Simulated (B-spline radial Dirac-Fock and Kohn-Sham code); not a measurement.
X-ray form factors of oxygen in several charge states

These are calculated numbers from a radial atomic solver; the model is Dirac-Fock densities.

Configurations: O [He] 2s2 2p4; O²⁺ [He] 2s2 2p2; O⁵⁺ [He] 2s1; O⁶⁺ 1s2; O⁷⁺ 1s1. The first column is f₀ of O, the others are differences from it.

| s (Å⁻¹) | O | Δ O²⁺ | Δ O⁵⁺ | Δ O⁶⁺ | Δ O⁷⁺ |
| --- | --- | --- | --- | --- | --- |
| 0 | 8.000 | -2.000 | -5.000 | -6.000 | -7.000 |
| 0.05 | 7.797 | -1.890 | -4.816 | -5.799 | -6.798 |
| 0.1 | 7.244 | -1.599 | -4.318 | -5.252 | -6.247 |
| 0.15 | 6.471 | -1.222 | -3.631 | -4.488 | -5.478 |
| 0.2 | 5.621 | -0.851 | -2.892 | -3.652 | -4.635 |
| 0.25 | 4.806 | -0.544 | -2.203 | -2.853 | -3.827 |
| 0.3 | 4.087 | -0.321 | -1.617 | -2.154 | -3.117 |
| 0.35 | 3.487 | -0.174 | -1.150 | -1.577 | -2.528 |
| 0.4 | 3.005 | -0.085 | -0.796 | -1.122 | -2.058 |
| 0.45 | 2.628 | -0.036 | -0.536 | -0.774 | -1.694 |
| 0.5 | 2.337 | -0.012 | -0.351 | -0.515 | -1.418 |
| 0.6 | 1.945 | +0.002 | -0.135 | -0.194 | -1.059 |
| 0.7 | 1.714 | +0.001 | -0.038 | -0.041 | -0.864 |
| 0.8 | 1.568 | +0.001 | +0.002 | +0.021 | -0.757 |
| 0.9 | 1.463 | +0.002 | +0.017 | +0.038 | -0.693 |
| 1 | 1.377 | +0.004 | +0.021 | +0.035 | -0.649 |
| 1.1 | 1.298 | +0.006 | +0.021 | +0.025 | -0.613 |
| 1.2 | 1.221 | +0.008 | +0.019 | +0.013 | -0.579 |
| 1.4 | 1.070 | +0.011 | +0.014 | -0.006 | -0.512 |
| 1.6 | 0.926 | +0.011 | +0.010 | -0.017 | -0.444 |
